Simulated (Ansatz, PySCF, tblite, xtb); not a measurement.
Potential energy curve for SAl (cation, charge +1), lowest triplet found (which spin is the ground state isn't settled by this scan).

Methods: GFN2-xTB, 300 K electronic temperature (tblite); GFN1-xTB (xtb); UKS-M06-2X/6-31G* = PySCF with unrestricted M06-2X/6-31G*, spherical d; FCI = Ansatz (a program for electronic structure) with full CI/cc-pVDZ, frozen core.

Energies relative to the lowest point of each curve between 1.89 and 2.45 Å, where full CI is lowest, in kJ/mol; the last columns give the difference from FCI:

```csv
R / Å,GFN2-xTB,GFN1-xTB,UKS-M06-2X/6-31G*,FCI,GFN2-xTB − FCI,GFN1-xTB − FCI,UKS-M06-2X/6-31G* − FCI
1.62,803.8,680.5,493.1,550.4,253.4,130.1,-57.3
1.77,279.9,241.1,200.6,240.1,39.8,1.1,-39.5
1.89,99.2,88.7,80.4,107.5,-8.3,-18.8,-27.1
1.95,51.8,48.0,45.0,66.5,-14.7,-18.5,-21.5
2.04,13.3,13.7,13.4,27.3,-14.0,-13.6,-13.9
2.13,0.0,0.2,0.2,7.4,-7.4,-7.2,-7.2
2.24,3.5,0.0,0.0,0.0,3.5,0.0,0.0
2.26,5.6,1.2,1.2,0.0,5.6,1.2,1.2
2.36,20.6,11.0,10.6,3.9,16.6,7.1,6.6
2.45,37.9,23.2,21.4,10.9,27.0,12.3,10.6
```

GFN2-xTB is furthest from FCI at 1.62 (253.4 kJ/mol, above); its mean absolute difference over the points is 39.0 kJ/mol.

GFN1-xTB is furthest from FCI at 1.62 (130.1 kJ/mol, above); its mean absolute difference over the points is 21.0 kJ/mol.

UKS-M06-2X/6-31G* is furthest from FCI at 1.62 (-57.3 kJ/mol, below); its mean absolute difference over the points is 18.5 kJ/mol.

The scan ran from 1.62 to 7.75 Å; beyond the distances shown full CI changes its symmetry label.
